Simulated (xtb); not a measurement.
GeH2ClBr, SMILES [Cl][GeH2][Br]. All values are semi-empirical tight-binding results from xtb (GFN2-xTB unless named), good for trends rather than for accurate numbers. Geometry optimised at GFN2-xTB.

Optimised geometry:

Bonds (Å): Ge1–Cl2 2.093, Ge1–Br3 2.274, Ge1–H4 1.513, Ge1–H5 1.513. Angles (°): Cl2–Ge1–Br3 109.3, Cl2–Ge1–H4 111.0, Cl2–Ge1–H5 111.0, Br3–Ge1–H4 106.5, Br3–Ge1–H5 106.5, H4–Ge1–H5 112.1.
Charge 0, spin multiplicity 1.

For metal compounds this method's bond lengths and energies can be far off.

```yaml
point_group_as_xtb_finds_it: Cs
orbital_gap: 6.42 eV
zero_point_energy: 10.0 kcal/mol
G − E(el) at 298.15 K (modified RRHO): -9.1 kcal/mol
```

Computed atomic charges and the Wiberg bond orders between heavy atoms:
charges (e) Ge1 0.25, Cl2 -0.13, Br3 -0.12, H4 0.00, H5 0.00. Bond orders Ge1–Cl2 1.22, Ge1–Br3 1.15.
